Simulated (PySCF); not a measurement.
# Exercise with solution: dipole moment from atomic charges

Mg(H)(SiH3) (H4MgSi), SMILES [MgH][SiH3]. Atoms are numbered in the order given.

```xyz
6

Mg     0.0000     0.0000    -1.4705
H      0.0000     0.0000    -3.1761
Si     0.0000     0.0000     1.1209
H      1.1868    -0.6852     1.7097
H     -1.1868    -0.6852     1.7097
H      0.0000     1.3704     1.7097
```
Charge 0, spin multiplicity 1.

Geometry optimised at TPSSh-D3(BJ)/def2-TZVP.

Charges (e) from HF/def2-TZVPD (PySCF):

| atom | IAO | ESP fit |
|---|---|---|
| Mg1 | 1.235 | 0.780 |
| H2 | -0.625 | -0.450 |
| Si3 | -0.130 | -0.183 |
| H4 | -0.160 | -0.049 |
| H5 | -0.160 | -0.049 |
| H6 | -0.160 | -0.049 |

The dipole moment of the full density is 0.58 D.

Question: What dipole moment does each set of point charges give, and which comes closer to that of the density?

Answer: 
μ = Σ q r, and 1 e Å = 4.8032 D.
IAO: Σ q r = (0.000, 0.000, -0.797) e Å, |μ| = 3.83 D.
ESP fit: Σ q r = (0.000, 0.000, -0.174) e Å, |μ| = 0.84 D.
ESP fit comes closer in size. Point charges leave out the atoms' own dipoles (lone pairs, polarised bonds); fits to the potential absorb them, partitions of the density don't.
